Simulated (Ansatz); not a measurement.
`[CH3][Ge]([F])([F])[AlH2]` + `NCS` → `[AlH2][NH]CS` + `[CH3][GeH]([F])[F]`  (cleavage of the Al–Ge bond)

Gas-phase electronic energies from Ansatz, PBE0-D4/def2-TZVP geometries. CCSD(T)/CBS adds triple-zeta CCSD(T) − MP2 to the extrapolated MP2 energy (def2 sets, frozen cores). Functionals use def2-TZVPP. For Ge outer-core shells are correlated without core-valence functions, which leaves a few kJ/mol of doubt a bond. Scalar relativity is left out up to krypton. Each species was taken in one conformer, which may not be the lowest.

(1) Is it downhill or uphill in electronic energy at CCSD(T)/CBS, and by how much? (Estimate.)

(2) What do these levels give: PBE-D4, r2SCAN-D4, ωB97X-V, PBE-QIDH, HF/def2-SVP, CCSD/def2-SVP, HF/def2-TZVPP, MP2/def2-TZVPP, HF/def2-QZVPP, MP2/def2-QZVPP, SCS-MP2/def2-QZVPP, MP2/CBS(def2)? (An estimate is asked.)

Largest T1 diagnostic among the species: 0.012.

Results:

(1) Ansatz gave: Downhill: ΔE = -85.2 kJ/mol.

(2) Computed: PBE-D4 -73.4, r2SCAN-D4 -87.1, ωB97X-V -83.9, PBE-QIDH -85.8, HF/def2-SVP -95.3, CCSD/def2-SVP -100.9, HF/def2-TZVPP -89.5, MP2/def2-TZVPP -96.7, HF/def2-QZVPP -90.6, MP2/def2-QZVPP -94.8, SCS-MP2/def2-QZVPP -93.5, MP2/CBS(def2) -92.7 kJ/mol.

At CCSD(T), def2-SVP lies −16.8 kJ/mol from the extrapolated value and def2-TZVPP −4.0 kJ/mol. From PBE to PBE0 (25 % exact exchange), in def2-TZVPP and without D4, ΔE moves by −3.3 kJ/mol.
